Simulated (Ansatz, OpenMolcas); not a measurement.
## HBr (hydrogen bromide): the vertical ionisation energy from total energies

HBr has 2 atoms, charge 0, and is taken as a singlet. SMILES: `Br`. Geometry: relaxed at PBE0-D4/def2-TZVP.

```xyz
2

Br   -0.6032    0.2180   -0.3050
H     0.6032   -0.2180    0.3050
```

Both states at this one shape; open shells run unrestricted unless said. 1 Eh = 27.2114 eV.

```
                                 level     program  singlet HBr (Eh)  doublet HBr+ (Eh)
    HF/cc-pVTZ, open shells restricted  OpenMolcas      -2573.048326       -2572.650883
                         M06-L/cc-pVTZ  OpenMolcas      -2574.707583       -2574.286573
BCCD(T)/STO-3G, 9 core orbitals frozen      Ansatz      -2545.248459       -2544.923779
```

Question: Work out the vertical ionisation energy at each level.

Answer: 
1. HF/cc-pVTZ, open shells restricted: -2572.650883 − (-2573.048326) = 0.397443 Eh = 10.81 eV.
2. M06-L/cc-pVTZ: -2574.286573 − (-2574.707583) = 0.421010 Eh = 11.46 eV.
3. BCCD(T)/STO-3G: -2544.923779 − (-2545.248459) = 0.324680 Eh = 8.83 eV.

No measured value is set beside it here; the levels span 8.83 to 11.46 eV. Spin-orbit coupling, which splits open shells on such heavy atoms by tenths of an eV, is left out. Minimal sets are far from the basis-set limit. All-electron rows are non-relativistic unless named.
